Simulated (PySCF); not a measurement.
Electronic structure of Pt (platinum, neutral) at the UHF level

Configuration: [Xe] 4f14 5d8 6s2, high-spin 3F determinant (an excited configuration). Calculation: PySCF 2.14, in def2-TZVPPD with the def2 core potential (60 electrons) (6s5p3d2f1g, 59 functions); a scalar-relativistic core potential.

* Total energy: -118.387287 hartree
* One-electron energy: -207.0278 hartree
* Hartree (Coulomb) energy: 99.3303 hartree
* Exchange energy: -10.6898 hartree
* ⟨S²⟩: 2.0092
* ⟨L²⟩: 12.044
* Sum of ⟨r⟩: 27.76 bohr
* Sum of ⟨r²⟩: 56.05 bohr²

```tsv
shell	electrons	mean orbital energy (hartree)	spread (hartree)	rms radius, mean of both spins (bohr)
5s α	1	-4.61065	0	1.03
5s β	1	-4.49652	0	1.03
5p α	3	-2.71691	0	1.20
5p β	3	-2.56054	0	1.20
5d α	5	-0.54793	0.04117	1.75
5d β	3	-0.48418	0	1.75
6s α	1	-0.32660	0	3.23
6s β	1	-0.28843	0	3.23
```

Energies and moments cover only the electrons outside the core potential. Spin-orbit coupling, absent here, splits the open shell strongly.
